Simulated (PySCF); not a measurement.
# Curvature of the energy in the electron number along group 15, charge +1

Calculated with PySCF 2.14, in def2-TZVP, non-relativistic, def2-TZVP with the def2 core potential (28 electrons), ECP, def2-TZVP with the def2 core potential (60 electrons), ECP: one orbital is emptied in steps, and each cell gives the departure of E from the straight line at half an electron, in eV (from a cubic fit). The exact functional gives zero.

| species | orbital | LDA | PBE | r2SCAN | PBE0 | BHandHLYP | LC-wPBE | wB97X | UHF |
| --- | --- | --- | --- | --- | --- | --- | --- | --- | --- |
| N⁺ | 2p alpha | -2.04 | -1.98 | -1.81 | -1.42 | -0.86 | -0.70 | -0.74 | 0.28 |
| P⁺ | 3p alpha | -1.24 | -1.20 | -1.11 | -0.86 | -0.55 | -0.16 | -0.24 | 0.14 |
| As⁺ | 4p alpha | -1.15 | -1.12 | -1.04 | -0.80 | -0.53 | -0.12 | -0.21 | 0.11 |
| Sb⁺ | 5p alpha | -1.01 | -0.98 | -0.91 | -0.71 | -0.47 | -0.06 | -0.15 | 0.09 |
| Bi⁺ | 6p alpha | -0.98 | -0.94 | -0.86 | -0.68 | -0.46 | -0.05 | -0.13 | 0.09 |

Question: How does the mean departure depend on the functional?

Answer: LDA -1.28 eV; PBE -1.24 eV; r2SCAN -1.15 eV; PBE0 -0.90 eV; BHandHLYP -0.57 eV; LC-wPBE -0.22 eV; wB97X -0.29 eV; UHF 0.14 eV. Semilocal functionals are convex (delocalisation error), Hartree-Fock is concave or straight, and exact exchange removes curvature roughly in proportion to its share, so among the functionals the range-separated hybrids usually come closest to zero.

No spin-orbit coupling is included.
